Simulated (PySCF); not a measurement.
Sn(Et)(OH)(OMe)2, C4H12O3Sn, SMILES C[CH2][Sn]([OH])([O]C)[O]C, singlet (GFN2-xTB optimised geometry):

```
20

C     -1.866    -3.274     1.003
C     -1.948    -1.870     1.542
Sn    -1.356    -0.370     0.000
O     -1.989    -0.849    -1.815
O      0.674    -0.370     0.000
C      1.475     0.211    -0.990
O     -1.968     1.585     0.000
C     -1.581     2.566     0.919
H     -2.188    -3.971     1.778
H     -2.509    -3.403     0.136
H     -0.849    -3.524     0.716
H     -1.265    -1.709     2.373
H     -2.961    -1.595     1.829
H     -2.394    -0.108    -2.270
H      2.509     0.009    -0.701
H      1.292    -0.227    -1.975
H      1.335     1.295    -1.052
H     -0.500     2.590     1.077
H     -1.890     3.524     0.494
H     -2.075     2.437     1.885
```

Calculation: CAM-B3LYP/def2-SVP, def2 effective core potentials past Kr in PySCF.

### Question
What are the frontier orbital energies and the dipole moment?

### Answer
HOMO-2 -9.00 eV, HOMO-1 -8.64 eV, HOMO -8.61 eV, LUMO 0.07 eV, LUMO+1 1.62 eV; dipole moment 2.02 D.

On the same geometry PBE/def2-SVP, def2 effective core potentials past Kr (PySCF 2.14.0) gives HOMO-2 -6.01 eV, HOMO-1 -5.62 eV, HOMO -5.57 eV, LUMO -1.90 eV, LUMO+1 -0.16 eV; dipole moment 1.82 D.
